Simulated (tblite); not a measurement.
C3H9FNSi2 (doublet state).
Z-matrix (Å and degrees, GFN2-xTB geometry), rows numbered from 1:
```
F 
C   1  1.3760
C   2  1.5011  1  118.92
C   2  1.4604  1  119.27  3   -69.34
Si  4  1.8477  2  136.27  3  -133.04
N   5  1.7332  4  104.40  2   171.58
Si  6  1.7302  5  127.49  4   178.98
H   2  1.0850  1  108.83  3   143.25
H   3  1.0832  2  117.04  4  -110.61
H   3  1.0836  2  119.55  4   106.74
H   5  1.4679  4  114.93  2    55.09
H   5  1.4682  4  106.92  2   -67.92
H   6  1.0074  5  115.09  4    17.94
H   7  1.4633  6  105.70  5   166.44
H   7  1.4600  6  106.82  5    46.35
H   7  1.4683  6  111.82  5   -73.59
```

Computed geometry: GFN2-xTB, gas phase. This method treats the open shell by occupation alone, without spin polarisation.

Take the most abundant isotopes and a rigid rotor. The values belong to one conformer with, in the numbering `[F:1][C@@H:2]1[CH2:3][C:4]1[SiH2:5][NH:6][SiH3:7]`, C3–C4–Si5–N6 72°, C4–Si5–N6–Si7 179°.

Give the principal moments of inertia and the rotational constants in GHz.

Ia = 87.78, Ib = 768.04, Ic = 820.10 u·Å²; 505379 MHz·u·Å²/I gives 5757, 658.0 and 616.2 MHz, that is A = 5.7570, B = 0.6580, C = 0.6162 GHz.

What kind of rotor is it?

A near-prolate asymmetric top. Ray's parameter κ = (2B − A − C)/(A − C) = -0.984; −1 is the prolate and +1 the oblate limit.

What does the inertial defect say?

Not planar: Δ = Ic − Ia − Ib = -35.72 u·Å². For a rigid frame Δ = −2 Σ m c², so Σ m c² = 17.86 u·Å² lies off the ab plane: 9.68 from hydrogen and 8.18 from heavier atoms. The atom farthest from that plane is 1.41 Å away.

Give the coordinates in the principal-axis frame, origin at the centre of mass.

The sense of each axis is arbitrary; atoms in the order of the calculation.
```csv
atom,mass (u),a (Å),b (Å),c (Å)
F1,18.998,3.181,-0.783,0.346
C2,12.000,2.625,0.236,-0.393
C3,12.000,1.994,1.393,0.325
C4,12.000,1.175,0.406,-0.399
Si5,27.977,-0.297,-0.674,-0.114
N6,14.003,-1.638,0.424,-0.085
Si7,27.977,-3.311,0.037,0.121
H8,1.008,3.236,0.402,-1.275
H9,1.008,2.155,2.379,-0.093
H10,1.008,1.953,1.392,1.408
H11,1.008,-0.305,-1.383,1.171
H12,1.008,-0.348,-1.629,-1.228
H13,1.008,-1.458,1.329,-0.490
H14,1.008,-3.981,1.308,0.399
H15,1.008,-3.394,-0.896,1.240
H16,1.008,-3.880,-0.584,-1.082
```

List the rotational levels J(Ka,Kc) to J = 5 (MHz).

Above 0(0,0):
J = 1: 1(0,1) 1274, 1(1,1) 6373, 1(1,0) 6415
J = 2: 2(0,2) 3823, 2(1,2) 8880, 2(1,1) 9005, 2(2,1) 24302, 2(2,0) 24303
J = 3: 3(0,3) 7644, 3(1,3) 12640, 3(1,2) 12891, 3(2,2) 28125, 3(2,1) 28126, 3(3,1) 53725, 3(3,0) 53725
J = 4: 4(0,4) 12739, 4(1,4) 17653, 4(1,3) 18071, 4(2,3) 33222, 4(2,2) 33226, 4(3,2) 58822, 4(3,1) 58822, 4(4,1) 94661, 4(4,0) 94661
J = 5: 5(0,5) 19105, 5(1,5) 23919, 5(1,4) 24545, 5(2,4) 39593, 5(2,3) 39602, 5(3,3) 65194, 5(3,2) 65194, 5(4,2) 101033, 5(4,1) 101033, 5(5,1) 147111, 5(5,0) 147111
Those of J = 1 are B + C, A + C and A + B.

Estimate the classical rotational partition function at 10 K, 100 K and 200 K.

Point group C1, symmetry number σ = 1; q = (√π/σ)·√((kT/h)³/(ABC)), k/h = 20836.6 MHz/K: 3490 at 10 K, 110000 at 100 K, 312000 at 200 K.

For this open shell read J as N, the rotation without spin; fine and hyperfine splittings come on top. Its GFN2-xTB frequencies are all real (lowest 27 cm⁻¹). These are rigid-rotor constants of the computed structure; measured ground-state constants (B0) also hold zero-point vibration.
